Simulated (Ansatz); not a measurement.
Spectroscopic constants of BRh, multiplicity 3 (an upper state: multiplicity 1 came lower at CCSD(T)/def2-TZVPP on PBE0 minima). No spin–orbit coupling.

The constants come from a fifth-degree fit in 1/R (seven points, main isotopes). Runs in def2 and cc sets follow the lowest solution found near the PBE0 minimum.

Correlated levels freeze the inner cores; with def2 sets outer-core shells near the valence are correlated too.

The values were computed with Ansatz (an electronic-structure program). Values without a source in brackets are computed. In def2 rows elements past Kr take small-core potentials, without spin–orbit coupling.

Question: What bond length and harmonic frequency does PBE0/def2-TZVPP give?

Answer: r_e = 1.757 Å, ω_e = 825 cm⁻¹.

Question: What bond length and harmonic frequency does CCSD/def2-TZVPP give?

Answer: r_e = 1.756 Å, ω_e = 827 cm⁻¹.

Question: What bond length and harmonic frequency does CCSD(T)/def2-TZVPP give?

Answer: r_e = 1.770 Å, ω_e = 829 cm⁻¹.
